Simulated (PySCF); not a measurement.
Isomers of C5H10OSi3, one GFN2-xTB conformer each. Single-point energies are computed at PBE0/pcSseg-1 (PySCF, gas phase, no added dispersion term), electronic only.

```tsv
SMILES	GFN2-xTB relative energy (kcal/mol)
C#C[Si@@H]1C=C[Si@@H](O[SiH3])C1	0.2
C#C[Si@@H](C)[Si@H](C#C)O[SiH3]	23.8
c1coc([SiH]2[SiH2]C[SiH2]2)c1	32.7
C#C[Si@@H]1C=C[Si@H](O[SiH3])C1	0.0
```

Conformers: `[CH:1]#[C:2][Si@@H:3]1[CH:4]=[CH:5][Si@@H:6]([O:7][SiH3:8])[CH2:9]1` with C5–Si6–O7–Si8 90°; `[CH:1]#[C:2][Si@@H:3]([CH3:4])[Si@H:5]([C:6]#[CH:7])[O:8][SiH3:9]` with C2–Si3–Si5–C6 167°, Si3–Si5–O8–Si9 42°; `[cH:1]1[cH:2][o:3][c:4]([SiH:5]2[SiH2:6][CH2:7][SiH2:8]2)[cH:9]1` with O3–C4–Si5–Si6 46°; `[CH:1]#[C:2][Si@@H:3]1[CH:4]=[CH:5][Si@H:6]([O:7][SiH3:8])[CH2:9]1` with C5–Si6–O7–Si8 -69°, C2–Si3–C4–C5 -107°, C4–C5–Si6–O7 106°, C5–Si6–C9–Si3 14°, C2–Si3–C9–Si6 101°.

Problem. What does PBE0/pcSseg-1 give for the same structures?

Solution. 
```csv
SMILES,PBE0/pcSseg-1 E (Eh),PBE0/pcSseg-1 (kcal/mol),GFN2-xTB (kcal/mol),point group
C#C[Si@@H]1C=C[Si@@H](O[SiH3])C1,-1139.51854,0.0,0.2,C1
C#C[Si@@H]1C=C[Si@H](O[SiH3])C1,-1139.51778,0.5,0.0,C1
c1coc([SiH]2[SiH2]C[SiH2]2)c1,-1139.48003,24.2,32.7,Cs
C#C[Si@@H](C)[Si@H](C#C)O[SiH3],-1139.45454,40.2,23.8,C1
```

GFN2-xTB puts C#C[Si@@H]1C=C[Si@H](O[SiH3])C1 lowest instead; measured from each level's own lowest isomer, the values differ by up to 16.4 kcal/mol (C#C[Si@@H](C)[Si@H](C#C)O[SiH3]: 23.8 against 40.2). As drawn, the lowest has a C=C bond outside aromatic rings, which the highest lacks; the highest has an Si–Si bond, which the lowest lacks. Neighbours under 2.5 kcal/mol apart (C#C[Si@@H]1C=C[Si@@H](O[SiH3])C1 and C#C[Si@@H]1C=C[Si@H](O[SiH3])C1) can change places with a better method, another conformer or zero-point energy. C#C[Si@@H]1C=C[Si@@H](O[SiH3])C1 and C#C[Si@@H]1C=C[Si@H](O[SiH3])C1 are stereoisomers, 0.5 kcal/mol apart in the conformers taken.

Problem. Which frontier levels, dipoles and rotational constants go with these structures?

Solution. 
```tsv
SMILES	HOMO (eV, PBE0/pcSseg-1)	LUMO (eV)	dipole (D)	A, B, C (MHz)
C#C[Si@@H]1C=C[Si@@H](O[SiH3])C1	-7.83	-0.86	0.33	2473, 475.7, 457.0
C#C[Si@@H]1C=C[Si@H](O[SiH3])C1	-7.89	-0.93	0.56	1237, 811.5, 598.5
c1coc([SiH]2[SiH2]C[SiH2]2)c1	-6.49	-0.85	0.78	1979, 583.8, 551.2
C#C[Si@@H](C)[Si@H](C#C)O[SiH3]	-7.61	-0.99	0.66	995.5, 781.1, 472.2
```
